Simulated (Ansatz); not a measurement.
Stepwise reaction of `[S]=[Mo](=[S])([Cl])[Cl]` with ammonia, as a gas-phase model of exchange steps in deposition or etching. ΔE in kJ/mol; ΔG adds harmonic PBE0-D4 terms to CCSD(T)/CBS, at 1 bar.

Calculated with Ansatz (gas phase, PBE0-D4/def2-TZVP geometries, no zero-point term in ΔE). CBS: MP2 limit from def2 TZ/QZ plus the TZ coupled-cluster correction, frozen cores. This one scheme is used for every species. Functionals use def2-TZVPP. B3LYP here is the variant with VWN-RPA as its local correlation; programs differ in this. Elements past krypton have def2 core potentials. For Mo outer-core shells are correlated without core-valence functions, which leaves a few kJ/mol of doubt a bond. Each species was taken in one conformer, which may not be the lowest.

| step | reaction | PBE-D4 | B3LYP-D4 | ωB97M-V | CCSD(T)/CBS | ΔG(500 K) |
| --- | --- | --- | --- | --- | --- | --- |
| 1 | `[S]=[Mo](=[S])([Cl])[Cl]` + NH₃ → `[NH2][Mo](=[S])(=[S])[Cl]` + HCl | 45.8 | 45.1 | 41.3 | 46.8 | 38.4 |
| 2 | `[NH2][Mo](=[S])(=[S])[Cl]` + NH₃ → `[NH2][Mo]([NH2])(=[S])=[S]` + HCl | 71.2 | 71.0 | 68.9 | 75.1 | 66.5 |

(1) By hand: ΔE of the 2 steps together at CCSD(T)/CBS.

Answers

(1) (46.8) + (75.1) = 121.9 kJ/mol, or 60.9 kJ/mol a step.

In ΔE each step is higher than the one before. All are uphill at CCSD(T)/CBS. ΔG lies between 38.4 and 66.5 kJ/mol a step. PBE-D4 differs from CCSD(T)/CBS by -3.9 to -1.0 kJ/mol a step. Isolated molecules leave out the surface, adducts and barriers. Largest T1 diagnostic: 0.025.
